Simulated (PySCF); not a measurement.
## Fractional electron number in Sn²⁺ (tin, charge +2)

The 5s beta orbital of [Kr] 4d10 5s2 is emptied in steps (occupation f), with all orbitals relaxed, ending at [Kr] 4d10 5s1. Computed with PySCF 2.14 in aug-cc-pVDZ-PP with ECP28MDF, with a scalar-relativistic core potential. The exact energy is a straight line in f; departures are measured from the line between the end points of the same method.

```csv
f,UHF (eV),LDA (eV),PBE (eV),PBE0 (eV),r2SCAN (eV),LC-wPBE (eV),BHandHLYP (eV),wB97X (eV),MN15 (eV),M06-2X (eV)
1,0.000,0.000,0.000,0.000,0.000,0.000,0.000,0.000,0.000,0.000
0.75,0.043,-0.873,-0.870,-0.634,-0.763,-0.103,-0.437,-0.191,-0.461,-0.522
0.5,0.056,-1.164,-1.165,-0.848,-1.008,-0.140,-0.589,-0.242,-0.588,-0.685
0.25,0.040,-0.871,-0.876,-0.636,-0.751,-0.110,-0.449,-0.162,-0.408,-0.538
0,0.000,0.000,0.000,0.000,0.000,0.000,0.000,0.000,0.000,0.000
```

For PBE, how does the orbital energy at f = 1 compare with the removal energy?

−ε = 26.178 eV against a total-energy difference of 30.800 eV. By Janak's theorem ε = ∂E/∂f, so the gap between them reflects the curvature. Along the path −ε is 28.467 (f = 0.75), 30.784 (f = 0.5), 33.132 (f = 0.25) eV.

```csv
method,E(f=0) − E(f=1) (eV),−ε at f=1 (eV),−ε at f=0.5 (eV)
UHF,28.553,28.789,28.547
LDA,31.270,26.615,31.274
PBE,30.800,26.178,30.784
PBE0,30.436,27.061,30.429
r2SCAN,30.474,26.387,30.519
LC-wPBE,30.283,29.735,30.261
BHandHLYP,30.289,27.976,30.259
wB97X,30.589,29.544,30.659
MN15,30.550,28.026,30.688
M06-2X,30.393,27.584,30.397
```

As f goes to zero the orbital energy of a semilocal functional can turn back, because the density of that orbital vanishes from the exchange-correlation potential.

Reference removal energy between the ground levels: 30.506 eV (measured; NIST Atomic Spectra Database, ionization energies). UHF lacks correlation.
